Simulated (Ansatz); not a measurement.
Cost and result for the atomization energy of CH$_{5}$AlBP, SMILES `[PH2][Al]1[BH][CH2]1` (9 atoms, 9 bonds).

Z-matrix (Å, degrees):
```
C
Al 1 2.133
B 1 1.461 2 62.9
H 1 1.113 2 66.8 3 172.9
H 1 1.091 2 170.7 3 -150.8
P 2 2.336 1 117.5 3 -178.2
H 3 1.184 1 132.8 2 -173.9
H 6 1.423 2 90.9 1 -170.6
H 6 1.425 2 90.2 1 -77.5
```

Total charge 0; spin multiplicity 1. The structure was optimised at the PBE0-D4/def2-TZVP level. It is one conformer, not always the lowest. Program: Ansatz. All runs use 2 threads of an Intel Xeon Platinum 8175M on a shared host. Times are those of one run each, without the atoms' runs, and a repeat can differ threefold. Electronic energies, without spin–orbit coupling; frozen cores. CCSD(T)/CBS adds CCSD(T) − MP2 in def2-TZVPP to the MP2 limit, and its time is that of the two runs behind it. T1 = 0.015. B3LYP takes the VWN-RPA correlation (the form of Gaussian; ORCA's B3LYP/G). HSE06 is the plane-wave form, built on full-range PBE exchange.

CCSD(T)/CBS is a level of theory with its own doubt, some kJ/mol a heavy atom from the limit and from the frozen cores, so smaller differences don't rank the functionals.

```
                             level  functions  wall time  atomization (kcal/mol)  difference from CCSD(T)/CBS  per bond
            LDA (SPW92)/def2-TZVPP        216        2 s                   782.1                        102.7      11.4
                BLYP-D4/def2-TZVPP        216      3.1 s                   681.9                          2.5       0.3
                  CCSD(T)/def2-SVP         89      3.2 s                   637.8                        -41.6      -4.6
                PBE0-D4/def2-TZVPP        216      4.5 s                   687.0                          7.6       0.8
               BHLYP-D4/def2-TZVPP        216      4.7 s                   666.4                        -13.0      -1.4
               HSE06-D4/def2-TZVPP        216      5.5 s                   687.6                          8.2       0.9
r2SCAN-D4/def2-TZVPP (with forces)        216        7 s                   690.8                         11.4       1.3
 B3LYP-D4/def2-TZVPP (with forces)        216      7.5 s                   684.2                          4.8       0.5
                 B97M-V/def2-TZVPP        216       11 s                   695.1                         15.7       1.7
                ωB97X-V/def2-TZVPP        216       12 s                   686.0                          6.6       0.7
                    MP2/def2-QZVPP        404       30 s                   677.4                         -2.0      -0.2
                CCSD(T)/def2-TZVPP        216       54 s                   661.1                        -18.3      -2.0
                 CCSD(T)/CBS(def2)          –       84 s                   679.4                          0.0       0.0
```

At CCSD(T), def2-SVP lies −41.6 kcal/mol from the extrapolated value and def2-TZVPP −18.3 kcal/mol: correlation converges slowly with the basis, and small sets miss more of it in the bonded molecule than in its fragments. From BLYP to BHLYP (50 % exact exchange), in def2-TZVPP and without D4, the atomization energy moves by −12.2 kcal/mol: exact exchange takes away binding that semilocal exchange gives to molecules. The D4 term adds +6.8 kcal/mol with B3LYP and +3.5 kcal/mol with PBE0; it sums over pairs of atoms, weighted by their polarisabilities, and B3LYP, whose exchange is more repulsive, gets the larger term.
